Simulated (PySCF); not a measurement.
Nitrogen: a sound run and one with changed settings

Sound run: N⁺ [He] 2s2 2p2, N²⁺ [He] 2s2 2p1. Calculation: PySCF 2.14, in cc-pVDZ (3s2p1d, 14 functions); the non-relativistic Hamiltonian (point nucleus). The sound run starts from symmetry-adapted Hartree-Fock orbitals and uses a fine grid where one is needed.

Changed run: 14 angular points. This setting is unsound on purpose.

| species | method | sound run (hartree) | changed run (hartree) | converged |
| --- | --- | --- | --- | --- |
| N⁺ | UHF | -53.88047 | -53.88047 | yes |
| N⁺ | LDA | -53.56833 | -53.56941 | yes |
| N⁺ | PBE | -53.97993 | -53.97978 | yes |
| N²⁺ | UHF | -52.80564 | -52.80564 | yes |
| N²⁺ | LDA | -52.46157 | -52.46070 | yes |
| N²⁺ | PBE | -52.87791 | -52.87727 | yes |

Ionisation energy of N⁺:

```
method  sound run (eV)  changed run (eV)
   UHF          29.247            29.247
   LDA          30.116            30.170
   PBE          29.987            30.001
```

A coarse angular grid integrates products of high-l functions wrongly, so density functionals can shift, and the SCF can exploit the error; Hartree-Fock and MP2 need no grid.

For comparison, NIST gives 29.601 eV between the lowest levels.
